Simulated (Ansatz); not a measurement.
All numbers were calculated with Ansatz.

A structure relaxed at PBE0-D4/def2-TZVP, charge 0, multiplicity 1:

```csv
atom,x (Å),y (Å),z (Å)
F1,-0.648,-1.746,0.015
C2,0.033,-0.588,0.197
Se3,1.951,-0.891,0.281
O4,-0.423,0.124,1.324
Si5,-0.763,1.029,-0.060
H6,2.031,-1.331,-1.118
H7,0.015,2.270,-0.237
H8,-2.196,1.133,-0.402
```

Task: Give its formula and SMILES.

Result: CH3FOSeSi, `FC1([SeH])O[SiH2]1`.

Task: Summarise the bond lengths by kind.

Result: 1 × C–F 1.355 Å; 1 × C–Se 1.943 Å; 1 × C–O 1.409 Å; 1 × C–Si 1.821 Å; 1 × H–Se 1.468 Å; 1 × O–Si 1.688 Å; 2 × H–Si 1.476 Å.
